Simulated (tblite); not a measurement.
C5H6F2.
Cartesian coordinates in Å at the GFN2-xTB level; atoms count from 1:
```
atom  x, y, z in Å
F1     2.056   -0.544   -1.606
C2     1.849   -0.274   -0.268
C3     0.425    0.071   -0.023
C4    -0.252    1.179    0.280
C5    -1.594    0.499    0.320
C6    -0.823   -0.781   -0.092
F7    -0.894   -1.807    0.816
H8     2.137   -1.181    0.277
H9     2.509    0.560   -0.009
H10    0.028    2.204    0.441
H11   -2.040    0.423    1.309
H12   -2.336    0.853   -0.393
H13   -1.070   -1.202   -1.070
```

All values are computed: GFN2-xTB (tblite) harmonic vibrations without scaling, gas phase. Against measured fundamentals such values can be off by several per cent, at times by over 20. One conformer, not necessarily the lowest.

Harmonic wavenumbers (cm⁻¹): 37.3, 145.8, 199.2, 204.5, 398.8, 425.5, 589.9, 718.7, 776.3, 850.8, 944.2, 952.0, 982.0, 1003.2, 1012.0, 1065.9, 1104.0, 1140.1, 1177.6, 1203.2, 1221.7, 1262.1, 1295.1, 1300.2, 1419.6, 1437.5, 1708.8, 2936.6, 2949.7, 2952.8, 3008.0, 3019.4, 3133.4.

A = 4344, B = 1916, C = 1513 MHz; mass 104.044 u (most abundant isotopes); point group C1, symmetry number 1.

What is the zero-point energy?

½Σν̃ = 21288 cm⁻¹ = 254.66 kJ/mol.

What is S at 298.15 K and 1 bar for an ideal gas of classical rigid rotors and harmonic oscillators?

Translation 166.78, rotation 115.63, vibration 68.17: S = 350.6 J/(mol K).

And Cp and H(298.15 K) − H(0)?

Cp = 107.37 J/(mol K), of which vibrations give 74.11 (their classical limit is 33 R = 274.4); H(298.15 K) − H(0) = 20.48 kJ/mol without the zero-point energy, 10.56 from vibrations.

Which modes carry the vibrational entropy at 298.15 K?

37.3 cm⁻¹: 22.58; 145.8 cm⁻¹: 11.41; 199.2 cm⁻¹: 8.96; 204.5 cm⁻¹: 8.75; 398.8 cm⁻¹: 4.05; 425.5 cm⁻¹: 3.65 J/(mol K); the other 27 give 8.77 together.

Blend soft modes into free rotors: weight 1/[1 + (100 cm⁻¹/ν̃)⁴] for the oscillator and the rest for a rotor with moment μB/(μ + B), μ = h/(8π²ν), B = 10⁻⁴⁴ kg m². What vibrational entropy results?

61.61 J/(mol K) in place of 68.17, which changes −T·S at 298.15 K by +1.96 kJ/mol.

Hindered rotation and anharmonicity are outside this model. Other conformers, if any are populated, would add a mixing term that is left out. The structure is chiral; the term R ln 2 for an equal mix with its mirror image is left out.
